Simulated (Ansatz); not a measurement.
Cost and result for the atomization energy of CH₆GeS₂, SMILES `SC[S][GeH3]` (10 atoms, 9 bonds).

Z-matrix (Å, degrees):
```
C
S 1 1.805
S 1 1.812 2 110.5
H 1 1.090 2 110.3 3 122.1
H 1 1.090 2 105.7 3 -119.8
Ge 2 2.229 1 99.8 3 -65.5
H 3 1.345 1 96.8 2 167.4
H 6 1.533 2 112.3 1 83.0
H 6 1.535 2 104.8 1 -157.4
H 6 1.537 2 107.6 1 -39.0
```

The species carries charge 0 and has multiplicity 1. Correlated methods include outer-core shells of Ge, which these sets cover unevenly. Scalar relativity is left out up to krypton. All single points use the PBE0-D4/def2-TZVP geometry. It is one conformer, not always the lowest. Program: Ansatz. All runs use 4 threads of an Arm Neoverse V1 on a shared host. Times are those of one run each, without the atoms' runs, and a repeat can differ threefold. Electronic energies, without spin–orbit coupling; frozen cores. CCSD(T)/CBS adds CCSD(T) − MP2 in def2-TZVPP to the MP2 limit, and its time is that of the two runs behind it. T1 = 0.011. With those shells the extrapolation isn't a true limit. B3LYP takes the VWN-RPA correlation (the form of Gaussian; ORCA's B3LYP/G).

CCSD(T)/CBS is a level of theory with its own doubt, some kJ/mol a heavy atom from the limit and from the frozen cores, so smaller differences don't rank the functionals.

| level | functions | wall time |
| --- | --- | --- |
| PBE-D4/def2-TZVPP (with forces) | 247 | 2.8 s |
| PBE0-D4/def2-TZVPP | 247 | 3.9 s |
| r2SCAN-D4/def2-TZVPP (with forces) | 247 | 6 s |
| B3LYP-D4/def2-TZVPP (with forces) | 247 | 6 s |
| B2PLYP/def2-TZVPP | 247 | 6.5 s |
| ωB97X-V/def2-TZVPP | 247 | 9 s |
| ωB97M-V/def2-TZVPP (with forces) | 247 | 14 s |
| MP2/def2-QZVPP | 466 | 26 s |
| CCSD(T)/def2-TZVPP | 247 | 2.9 min |
| CCSD(T)/CBS(def2) | – | 3.3 min |

Problem. What atomization energy does each give, and how far from CCSD(T)/CBS? (An estimate is asked.)

Solution. The calculation gave: 
```
                             level  atomization (kcal/mol)  difference from CCSD(T)/CBS  per bond
   PBE-D4/def2-TZVPP (with forces)                   731.8                          5.4       0.6
                PBE0-D4/def2-TZVPP                   723.2                         -3.2      -0.4
r2SCAN-D4/def2-TZVPP (with forces)                   726.8                          0.4       0.0
 B3LYP-D4/def2-TZVPP (with forces)                   720.0                         -6.4      -0.7
                 B2PLYP/def2-TZVPP                   710.5                        -15.9      -1.8
                ωB97X-V/def2-TZVPP                   730.2                          3.8       0.4
  ωB97M-V/def2-TZVPP (with forces)                   726.2                         -0.2       0.0
                    MP2/def2-QZVPP                   720.6                         -5.8      -0.6
                CCSD(T)/def2-TZVPP                   707.2                        -19.2      -2.1
                 CCSD(T)/CBS(def2)                   726.4                          0.0       0.0
```

The D4 term adds +10.4 kcal/mol with B3LYP and +5.4 kcal/mol with PBE0; it sums over pairs of atoms, weighted by their polarisabilities, and B3LYP, whose exchange is more repulsive, gets the larger term. In def2-TZVPP, CCSD(T) changes the Hartree–Fock value by +193.8 kcal/mol (the triples alone add +11.8 kcal/mol) and MP2 by +196.0 kcal/mol; breaking electron pairs costs correlation energy, which Hartree–Fock lacks. From PBE to PBE0 (25 % exact exchange), in def2-TZVPP and without D4, the atomization energy moves by −7.6 kcal/mol: exact exchange takes away binding that semilocal exchange gives to molecules.
